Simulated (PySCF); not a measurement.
Here is a job for PySCF.
```python
from pyscf import gto, scf, tdscf

mol = gto.M(
    atom='''
N    -0.00088861    0.00220129    0.11002386
H     0.01587655    0.93846578   -0.27548989
H     0.81249024   -0.48875726   -0.24050098
H    -0.82214652   -0.46511757   -0.25417613
''',
    basis='def2-svp',
    verbose=3,
)

mf = scf.RHF(mol)
mf.kernel()
td = mf.TDA()
td.nstates = 5
td.kernel()
td.analyze()
```

Task: Give the HOMO-LUMO gap at the level HF/def2-SVP, TDA (PySCF).

Result: 16.20 eV

Task: Give the dipole moment at the level HF/def2-SVP, TDA.

Result: 1.74 D

Task: Estimate the lowest excitation energy found that HF/def2-SVP, TDA returns for this input.

Result: 8.45 eV
